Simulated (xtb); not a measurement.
C2H3O2, SMILES CC([O])=O (connectivity only; charge and spin as stated), charge -1, multiplicity 1. All values are semi-empirical tight-binding results from xtb (GFN2-xTB unless named), good for trends rather than for accurate numbers. The structure is a stationary point at GFN2-xTB. The multiplicity is an assumed one; other spin states were not compared. The isomer is the one that the SMILES or the coordinates give; other isomers of the formula were not compared.

```json
{
 "orbital_gap": "5.33 eV",
 "zero_point_energy": "29.7 kcal/mol",
 "G − E(el) at 298.15 K (modified RRHO)": "12.6 kcal/mol",
 "static polarisability (D4 model)": "36.5 bohr³",
 "solvation energy, GFN2-xTB/ALPB(water)": "-66.7 kcal/mol",
 "solvation energy, GFN2-xTB/ALPB(dmso)": "-59.2 kcal/mol"
}
```

Computed IR lines (harmonic; lines under 4 % of the strongest left out, lines within 3 cm⁻¹ merged):
ν (cm⁻¹): 827 (m), 951 (w), 1316 (m), 1322 (m), 1772 (vs), 2986 (w), 2993 (w), 2998 (w) (against the strongest line: vs over 80 %, s over 45 %, m over 15 %, w over 4 %, vw less)
